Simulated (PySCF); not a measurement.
Spectrum to structure. Method: TDDFT PBE0/def2-SVPD, vertical, gas phase, core orbitals frozen in the response (PySCF 2.14.0, density-fitted response routines). Geometries: GFN2-xTB, one conformer each.

| state | E (eV) | λ (nm) | f |
| --- | --- | --- | --- |
| S1 | 7.00 | 177.2 | 0.255 |
| S2 | 7.20 | 172.2 | 0.131 |
| S3 | 7.44 | 166.6 | 0.010 |
| S4 | 7.79 | 159.1 | 0.0012 |
| S5 | 7.87 | 157.5 | 0.0089 |
| S6 | 7.94 | 156.2 | 0.021 |

Task: Which structure fits?
A. `CC(=O)C1(F)C=C1`
B. `FCSC1=C(F)C1`
C. `C1CC1PC(C)C`
D. `C=C/C=C\C(=O)F`
E. `FC/C=C\CCF`

Result: E. Its S1, at 7.00 eV, is the highest among the candidates; the nearest of the others has S1 at 6.38 eV. S1 is HOMO→LUMO (70%), HOMO→LUMO+1 (25%). Löwdin shares by element: HOMO carbon 79% or more (atoms not listed hold the other 21%); LUMO carbon 76% or more (atoms not listed hold the other 24%). At the same level the other candidates give, for their lowest levels:
- `C=C/C=C\C(=O)F`: 4.64 eV (f 0.000); 4.93 eV (f 0.549); 6.51 eV (f 0.028); 6.62 eV (f 0.001); 7.22 eV (f 0.000); T1 2.70 eV; HOMO -7.73, LUMO -2.59 eV
- `FCSC1=C(F)C1`: 5.13 eV (f 0.004); 5.73 eV (f 0.031); 6.12 eV (f 0.157); 6.46 eV (f 0.010); 6.76 eV (f 0.021); T1 4.07 eV; HOMO -6.62, LUMO -0.11 eV
- `CC(C)PC1CC1`: 6.38 eV (f 0.043); 6.53 eV (f 0.089); 7.09 eV (f 0.035); 7.27 eV (f 0.044); 7.28 eV (f 0.057); T1 5.36 eV; HOMO -6.85, LUMO 0.59 eV
- `CC(=O)C1(F)C=C1`: 4.42 eV (f 0.001); 5.70 eV (f 0.001); 6.13 eV (f 0.013); 6.61 eV (f 0.003); 6.77 eV (f 0.146); T1 3.85 eV; HOMO -7.54, LUMO -0.93 eV

Conformer computed: `[F:1][CH2:2]/[CH:3]=[CH:4]\[CH2:5][CH2:6][F:7]`: F1–C2–C3–C4 177°, C3–C4–C5–C6 -121°, C4–C5–C6–F7 -178°.
Triplets come from the Tamm–Dancoff approximation.

Without π bonds the low states may be Rydberg-like; a valence basis with one diffuse set may place them up to an eV too high.
